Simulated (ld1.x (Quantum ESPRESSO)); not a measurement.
**Transferability test, TM potential for magnesium**

```
Element                 : magnesium (Mg)
Generator               : ld1.x (Quantum ESPRESSO) 7.5
Type                    : norm-conserving Troullier–Martins (Kleinman–Bylander form)
Functional              : PBEsol
Relativity              : non-relativistic
Frozen core             : [Ne]
Valence charge          : 2
Reference configuration : 3s2 3p0
Partial waves           : 3p (bound, empty): rc 3.30 bohr; 3s (bound): rc 2.40 bohr
Local potential         : the s channel
Core correction         : none
```

Energies are relative to the spin-unpolarised reference configuration 3s2 3p0; without spin polarisation the order of configurations can differ from experiment.

```json
{"valence configuration": "3s1 3p0", "charge": "+1", "ΔE all-electron (eV)": "7.909", "error AE − PS (meV)": "+3.9"}
{"valence configuration": "3s1 3p1", "charge": "0", "ΔE all-electron (eV)": "3.459", "error AE − PS (meV)": "+7.2"}
{"valence configuration": "3s0 3p1", "charge": "+1", "ΔE all-electron (eV)": "12.196", "error AE − PS (meV)": "+83"}
```

(1) What are ΔE and the potential's error for 3s0 3p2?

(2) What are ΔE and the potential's error for 3s1.5 3p0?

Levels in the configuration 3s0 3p2:

```csv
level,all-electron (eV),pseudo (eV)
3p,-2.637,-2.619
```

Answers

(1) ΔE = 7.092 eV all-electron; the error (AE − PS) is +43 meV.

(2) ΔE = 3.124 eV all-electron; the error (AE − PS) is +0.3 meV.

ld1.x printed “convergence not achieved” for 3 of the counted tests; their residual had stalled under 1e-8, short of the target of 1e-14.
